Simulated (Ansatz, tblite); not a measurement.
Isomers of K4H4 (singlet), found by a short tight-binding search and relaxed with r2SCAN-D4/def2-SVP in Ansatz.

The xTB rows come from tblite. Correlated methods freeze 20 core orbitals; core or outer-core shells of K are correlated, in sets that lack core-valence functions.

Other spin states were run for one of them alone.

A:

Cartesian coordinates in Å:
```
K -0.7263 -1.4339 3.2135
K 0.7878 1.5457 0.5124
K 0.6617 1.5293 -3.3266
K -0.6065 -1.3171 -1.0799
H -1.0764 1.3752 -1.5507
H 0.3881 0.7384 2.8286
H -1.1772 -2.5020 1.0299
H 1.7488 0.0645 -1.6272
```

B:

```xyz
8

K     1.786    2.878   -2.143
K    -1.895   -2.809    2.135
K    -0.760   -1.403   -1.117
K     0.865    1.339    1.126
H    -0.478   -0.785    1.641
H    -2.152   -3.379   -0.238
H     0.575    0.729   -1.637
H     2.059    3.430    0.234
```

C:

| atom | x (Å) | y (Å) | z (Å) |
| --- | --- | --- | --- |
| K1 | -0.170 | 1.975 | 1.204 |
| K2 | 1.062 | -1.604 | 1.293 |
| K3 | -2.122 | -0.745 | -0.567 |
| K4 | 1.230 | 0.374 | -1.930 |
| H5 | 2.054 | 0.722 | 0.549 |
| H6 | -1.029 | 1.553 | -1.253 |
| H7 | -1.191 | -0.363 | 1.869 |
| H8 | 0.165 | -1.912 | -1.166 |

**Question.** Estimate their order by electronic energy at CCSD(T)/def2-TZVPP, counted from the lowest.

**Answer.** C (0.0) < B (13.4) < A (19.6), in kcal/mol.

**Question.** Do the other levels pick the same lowest one?

**Answer.** All that were run do. Energies above each level's lowest (kcal/mol):

```
               level     A     B    C
            GFN1-xTB  22.3  24.1  0.0
            GFN2-xTB  19.2  12.2  0.0
       HF/def2-TZVPP  17.2   9.7  0.0
    PBE-D4/def2-TZVP  18.5  12.5  0.0
 r2SCAN-D4/def2-TZVP  19.7  13.3  0.0
r2SCANh-D4/def2-TZVP  19.8  13.3  0.0
   PBE0-D4/def2-TZVP  19.3  12.9  0.0
   ωB97M-V/def2-TZVP  19.3  13.0  0.0
      MP2/def2-TZVPP  19.9  13.6  0.0
     CCSD/def2-TZVPP  19.3  13.1  0.0
  CCSD(T)/def2-TZVPP  19.6  13.4  0.0
```
Point groups (tolerance 0.1 Å): A not assigned, B not assigned, C Td. Lower isomers may exist.
